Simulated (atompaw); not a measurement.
## What one change does to a pseudopotential (Tc, PAW (atompaw))

technetium, PAW, made with atompaw 4.2.0.5 (LDA (PW92), scalar-relativistic). Core [Ar] 3d10, reference 4s2 4p6 4d5 5s1.5 5p0 (charge +0.5). Waves: 4s (bound): rc 1.30 bohr; 5s (bound): rc 1.65 bohr; 4p (bound): rc 2.15 bohr; 5p (bound, empty): rc 2.35 bohr; 4d (bound): rc 2.35 bohr; 4d channel at -0.15 Ry: rc 2.35 bohr. Local part: bessel scheme, radius 1.95 bohr. Core correction: smooth core density matched at 1.50 bohr. Augmentation charge: besselshape compensation charge, radius 2.35 bohr; PAW radius 2.35 bohr; waves and projectors: custom polynom vanderbiltortho.

All-electron outer shells of the reference configuration (LDA (PW92), scalar-relativistic, ld1.x):

| shell | level (eV) | outermost node (bohr) | outermost maximum (bohr) |
| --- | --- | --- | --- |
| 3d | -253.83 | – | 0.31 |
| 4s | -77.06 | 0.50 | 0.95 |
| 4p | -49.07 | 0.51 | 1.03 |
| 4d | -10.42 | 0.50 | 1.27 |
| 5s | -8.39 | 1.28 | 2.65 |
| 5p | -4.18 | 1.45 | 3.41 |

Change: augmentation besselshape compensation charge, radius 2.35 bohr; PAW radius 2.35 bohr; waves and projectors: custom rrkj gramschmidtortho.

Cutoffs: the cutoffs (Ry, on a coarse ladder) from which the occupation-weighted sum of valence levels, in a spherical-Bessel basis at the reference potential, stays within 10 and 1 mRy of its value at 400 Ry; they do not see the model core or the augmentation charge, which bear on the density cutoff.

Problem. What does the change do?

Solution. The potential gets softer (35 Ry and 50 Ry → 30 Ry and 45 Ry); neither file shows a bound ghost.

```tsv
quantity	base	changed
cutoff, loose	35 Ry	30 Ry
cutoff, tight	50 Ry	45 Ry
loose cutoff by channel (10 mRy a level)	s 25 Ry, p 15 Ry, d 15 Ry	s 21 Ry, p 15 Ry, d 15 Ry
bound ghosts	none	none
s: phases at 2.37 bohr within 0.05 rad from the reference energy up to (Ry; the scan ends near 5)	to the end of the scan	to the end of the scan
p: phases at 2.37 bohr within 0.05 rad from the reference energy up to (Ry; the scan ends near 5)	to the end of the scan	to the end of the scan
d: phases at 2.37 bohr within 0.05 rad from the reference energy up to (Ry; the scan ends near 5)	2.7	2.8
lowest overlap eigenvalue by channel	s 0.52, p 0.78, d 0.94	s 0.11, p 0.68, d 0.96
```

 The cutoffs see the waves, projectors and local potential, not the compensation charge or the core.
